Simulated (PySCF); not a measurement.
C2H3O3, SMILES O=C([O])OC (connectivity only; charge and spin as stated), charge -1, multiplicity 1.

Coordinates come from a B3LYP-D3(BJ)/def2-SVPD optimisation. The multiplicity is an assumed one; other spin states were not compared. The isomer is the one that the SMILES or the coordinates give; other isomers of the formula were not compared.

Two levels are set side by side: PBE/def2-SVPD (PySCF) and r2SCAN/def2-SVPD (PySCF). Same geometry, gas phase. Differences are taken from unrounded values.

```
quantity                     r2SCAN    PBE  PBE minus r2SCAN
---------------------------  ------  -----  ----------------
orbital gap (eV)               4.94   3.82             -1.12
highest occupied level (eV)   -0.31  -0.01              0.30
lowest empty level (eV)        4.62   3.81             -0.81
mean polarisability (bohr³)    47.2   50.2               3.0
```

Rough cost on one machine, each run with all the roots and properties that it gave: r2SCAN against PBE about 5 times.
